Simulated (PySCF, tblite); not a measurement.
Calculations on `C#C[B@-]([NH3+])(Cl)C#CC`, in the order of a workflow; each names the level of the geometry that it ran on. Settings lines and outputs come from a driver script.

C5H7BClN.
Numbering: `[CH:1]#[C:2][B@-:3]([NH3+:4])([Cl:5])[C:6]#[C:7][CH3:8]` (hydrogens: H9 on C1; H10, H11, H12 on N4; H13, H14, H15 on C8)

Step 1: GFN2-xTB geometry optimisation, gas phase (tblite 0.8.0) (from a force-field or distance-geometry start)
```json
{"job": {"kind": "relax", "xc": "GFN2-xTB", "basis": "xTB"}, "charge": 0, "multiplicity": 1}
```
```
step      E/eV     max force
  0    -622.20035    3.105
  1    -622.41203    2.604
  2    -622.38772    3.980
...
 76    -622.58440    0.014
 77    -622.58442    0.015
 78    -622.58445    0.020
 79    -622.58449    0.020
 80    -622.58451    0.009
```

Energy lowered by 8.9 kcal/mol over 80 steps; largest atomic force 0.009 eV/Å at the end. «max force» is the largest atomic force in eV/Å.

The run took 0.82 s wall on one thread of an Arm Neoverse N1, no GPU (shared host).

Step 2: GFN2-xTB harmonic vibrations, gas phase (tblite 0.8.0) (on the GFN2-xTB geometry)
```json
{"job": {"kind": "ir", "xc": "GFN2-xTB", "basis": "xTB"}, "charge": 0, "multiplicity": 1}
```
```
(table of modes left out)
```

39 modes from 21 to 3411 cm⁻¹ (unscaled, harmonic); zero-point energy 67.7 kcal/mol; all wavenumbers are real at this level.

The run took 0.79 s wall on one thread, Arm Neoverse N1 (aarch64), on a shared host.

Step 3: TDDFT PBE0/def2-SVPD, vertical, gas phase, core orbitals frozen in the response (PySCF 2.14.0, density-fitted response routines) (on the GFN2-xTB geometry)
```json
{"job": {"kind": "uv", "xc": "PBE0", "basis": "def2-SVPD", "nstates": 8, "ntriplets": 3}, "charge": 0, "multiplicity": 1}
```
```
...
Static polarisability (au): isotropic 98.455, principal 78.626 94.762 121.979
Singlet excitations
state   eV       nm        f      main configurations
  1   5.4981    225.5   0.00054   H->L 0.83
  2   5.8108    213.4   0.00714   H-1->L 0.72, H->L+1 0.13
  3   5.9930    206.9   0.00051   H-2->L 0.73
  4   6.1305    202.2   0.01145   H-1->L+1 0.43, H->L+1 0.17, H-1->L 0.16
  5   6.2773    197.5   0.01990   H-3->L 0.24, H-1->L+1 0.15, H-1->L+2 0.11
  6   6.2977    196.9   0.01430   H->L+1 0.24, H-3->L 0.20, H->L+2 0.17
  7   6.4381    192.6   0.01143   H->L+2 0.38, H-1->L+2 0.22
  8   6.5389    189.6   0.00355   H-3->L+1 0.36, H-2->L+1 0.17, H-2->L+2 0.11
Triplet excitations (Tamm-Dancoff, eV): 4.9577 5.0880 5.2121
```

HOMO -7.10 eV, LUMO -0.46 eV; lowest singlet 5.50 eV; lowest triplet 4.96 eV (Tamm–Dancoff); mean polarisability 98.5 au.

Hardware: an Arm Neoverse N1 with one thread, no GPU (shared host). Cost: 72 s wall, 0.88 GiB resident at most.

Geometry of the electronic-property runs (GFN2-xTB):
```
atom  x, y, z in Å
C1    -2.4366    2.0581   -0.7238
C2    -1.8148    1.0839   -0.3970
B3    -1.0196   -0.1469    0.0881
N4    -1.4413   -1.4272   -0.8730
Cl5   -1.6450   -0.7602    1.7596
C6     0.5136   -0.0107    0.0598
C7     1.7082    0.1270    0.1059
C8     3.1479    0.2790    0.1416
H9    -2.9797    2.9112   -1.0129
H10   -1.1482   -1.2812   -1.8352
H11   -0.9973   -2.2544   -0.4816
H12   -2.4516   -1.5295   -0.8143
H13    3.5528   -0.2105    1.0277
H14    3.4091    1.3368    0.1736
H15    3.5980   -0.1675   -0.7460
```

 (This holds for the electronic-property runs.)
